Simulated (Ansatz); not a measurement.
Reaction (formal exchange of groups at the Si–C bond): `C[SiH2]C(N)O` + BH₃ → `B[SiH2]C(N)O` + CH₄

Computed with Ansatz on PBE0-D4/def2-TZVP structures; ΔE is electronic, products minus reactants. CCSD(T)/CBS is the MP2 limit (def2-TZVPP, def2-QZVPP) plus CCSD(T) − MP2 in def2-TZVPP, frozen cores. This one scheme is used for every species. DFT in def2-TZVPP. Each species was taken in one conformer, which may not be the lowest.

```json
{"level": "PBE0", "ΔE (kJ/mol)": "23.1"}
{"level": "MP2/def2-QZVPP", "ΔE (kJ/mol)": "38.4"}
```

Task: What does CCSD(T)/CBS give? (Best estimate.)

Result: The calculation gave: +31.0 kJ/mol. The listed levels differ from it by -7.9, 7.4 kJ/mol.

Largest T1 diagnostic among the species: 0.012.

From PBE to PBE0 (25 % exact exchange), in def2-TZVPP and without D4, ΔE moves by +6.2 kJ/mol.

CCSD(T)/CBS has its own doubt, a few kJ/mol and more with outer-core shells, so smaller differences from it don't rank the levels.
